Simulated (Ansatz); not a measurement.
Start from `C[CH](F)[AlH2]` and change one atom or group to get `F[CH]([AlH2])[SiH2][SiH3]`.

Ansatz, PBE0-D4/def2-TZVP geometries, multiplicity 1. Each molecule was computed in one conformer, which needn't be the lowest.

| property | `C[CH](F)[AlH2]` |
| --- | --- |
| LUMO energy (PBE/def2-TZVPP) / eV | -2.38 |
| size of the dipole moment (PBE/def2-TZVPP) / D | 1.51 |
| HOMO energy (PBE/def2-TZVPP) / eV | -6.10 |
| HOMO–LUMO gap (PBE/def2-TZVPP) / eV | 3.72 |
| size of the dipole moment (B3LYP/def2-TZVPP) / D | 1.64 |
| HOMO–LUMO gap (PBE0/def2-TZVPP) / eV | 5.86 |

**Question.** What does the change do to each property? (Estimate.)

**Answer.** Ansatz gave: 
```json
{"property": "LUMO energy (PBE/def2-TZVPP) / eV", "`F[CH]([AlH2])[SiH2][SiH3]`": "-2.51", "shift": "-0.13"}
{"property": "size of the dipole moment (PBE/def2-TZVPP) / D", "`F[CH]([AlH2])[SiH2][SiH3]`": "1.16", "shift": "-0.35"}
{"property": "HOMO energy (PBE/def2-TZVPP) / eV", "`F[CH]([AlH2])[SiH2][SiH3]`": "-6.35", "shift": "-0.25"}
{"property": "HOMO–LUMO gap (PBE/def2-TZVPP) / eV", "`F[CH]([AlH2])[SiH2][SiH3]`": "3.84", "shift": "0.12"}
{"property": "size of the dipole moment (B3LYP/def2-TZVPP) / D", "`F[CH]([AlH2])[SiH2][SiH3]`": "1.31", "shift": "-0.33"}
{"property": "HOMO–LUMO gap (PBE0/def2-TZVPP) / eV", "`F[CH]([AlH2])[SiH2][SiH3]`": "5.93", "shift": "0.07"}
```

With PBE0 the HOMO falls by 0.21 eV and the LUMO falls by 0.14 eV, so the gap widens by about 0.07 eV. PBE moves the HOMO by -0.25 eV and ωB97M-V by -0.14 eV. Dipoles are sizes alone; their direction can turn.

B3LYP here is the variant with VWN-RPA as its local correlation; programs differ in this.
